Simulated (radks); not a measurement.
The numbers below are computed, except where a source is named.
Ionisation of Pd32+, [Ne] 3s2 3p2, to Pd33+, [Ne] 3s2 3p1, under several functionals. Scalar-relativistic Kohn-Sham, spin-polarised, spherical densities, point nucleus; open shells are filled with parallel spins first (spin-orbit coupling, left out, can overturn this in heavy ions); a radial shooting solver on a logarithmic mesh with Libxc functionals.

functional         E(Pd32+) (hartree)  Exc (hartree)  IE (eV)  -e(HOMO) (eV)  <r> HOMO (bohr)  IE error (eV)
exchange-only LDA         -4242.58607      -81.23004   1940.0         1906.3           0.3237          -22.0
OLYP                      -4249.98309      -88.69534   1945.1         1911.8           0.3235          -16.9
XLYP                      -4250.22089      -88.91013   1943.4         1909.7           0.3237          -18.6
PBE                       -4249.19786      -87.88246   1942.8         1909.3           0.3237          -19.2

NIST Atomic Spectra Database: 1962 eV (semi-empirical). Closest: OLYP. The Delta-SCF values span 5.14 eV, the total energies 7.63 hartree. The highest occupied level is 3p. Open shells are spherical and high-spin; term and fine-structure splittings are not resolved.
